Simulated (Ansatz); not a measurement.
The cluster Mg3Cl4⁺. The state is a doublet with charge 1. Geometry PBE0-D4/def2-SVP, basis def2-TZVP, Ansatz.

```xyz
7

Mg   -1.906   -0.993    0.295
Mg    3.648   -0.100    0.262
Mg    0.351    1.323   -0.522
Cl    0.567   -0.855    0.391
Cl   -1.954    1.254   -0.634
Cl    2.559    1.966   -0.655
Cl   -3.265   -2.595    0.863
```

```json
{"run": "A", "HOMO (eV)": "-9.41", "LUMO (eV)": "-7.33"}
{"run": "B", "HOMO (eV)": "-9.71", "LUMO (eV)": "-7.17"}
{"run": "C", "HOMO (eV)": "-9.89", "LUMO (eV)": "-7.56"}
{"run": "D", "HOMO (eV)": "-9.25", "LUMO (eV)": "-7.98"}
{"run": "E", "HOMO (eV)": "-10.16", "LUMO (eV)": "-6.93"}
{"run": "F", "HOMO (eV)": "-10.06", "LUMO (eV)": "-7.15"}
```

B3LYP takes the VWN-RPA correlation. Another isomer (doublet) lies 0.33 eV lower at PBE0-D4/def2-TZVP; other spin states weren't run for this one.

HOMO and LUMO are taken over both spins.

Task: The runs used B3LYP, PBE, PBE0, r2SCAN, r2SCAN0, r2SCANh. Estimate which is which.

Result: A r2SCAN (0 % exact exchange); B r2SCANh (10 % exact exchange); C B3LYP (20 % exact exchange); D PBE (0 % exact exchange); E r2SCAN0 (25 % exact exchange); F PBE0 (25 % exact exchange). Exact exchange lowers occupied and raises empty levels; among semilocal functionals meta-GGAs tend to open the gap a little, and such runs are hard to tell apart. The gap grows from 1.27 eV (PBE) to 3.24 eV (r2SCAN0).
